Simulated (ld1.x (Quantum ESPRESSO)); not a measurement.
**Configuration tests for carbon (C) (ultrasoft)**

```json
{
  "Element": "C",
  "Generator": "ld1.x (Quantum ESPRESSO) 7.5",
  "Type": "ultrasoft",
  "Functional": "LDA (PZ)",
  "Relativity": "fully relativistic",
  "Frozen core": "[He]",
  "Valence charge": "4",
  "Reference configuration": "2s2 2p2",
  "Partial waves": "2s (bound): rcut 1.10, rcutus 1.20 bohr; 2s channel at 1.9 Ry: rcut 1.10, rcutus 1.20 bohr; 2p (bound): rcut 2.25, rcutus 2.55 bohr; 2p channel at -0.05 Ry: rcut 2.25, rcutus 2.55 bohr; 3d channel at -0.2 Ry: rcut 2.15, rcutus 2.30 bohr; 3d channel at 0.35 Ry: rcut 2.15, rcutus 2.30 bohr",
  "Local potential": "all-electron potential smoothed inside 1.70 bohr (lloc = -1)",
  "Core correction": "Bessel-smoothed model core, default radius (core density twice the valence density)",
  "Augmentation charge": "PSQ, inside the norm-conserving radii"
}
```

Open shells are filled in proportion to 2j + 1 (rel_dist='average').

Energies are relative to the spin-unpolarised reference configuration 2s2 2p2; without spin polarisation the order of configurations can differ from experiment. Not all tests gave a result: test run stopped at test 6 of 7 (negative rho).

```tsv
valence configuration	charge	ΔE all-electron (eV)	error AE − PS (meV)
2s2 2p1	+1	10.988	+267
2s2 2p0	+2	35.247	+1291
2s1 2p0	+3	83.217	+2482
2s2 2p2.3	-0.3	-1.199	+6.2
```

Question: What are ΔE and the potential's error for 2s2 2p1.5?

Answer: ΔE = 4.029 eV all-electron; the error (AE − PS) is +48 meV.

Levels in the configuration 2s2 2p0:

```
   level  all-electron (eV)  pseudo (eV)
2s j=1/2            -40.172      -39.131
```
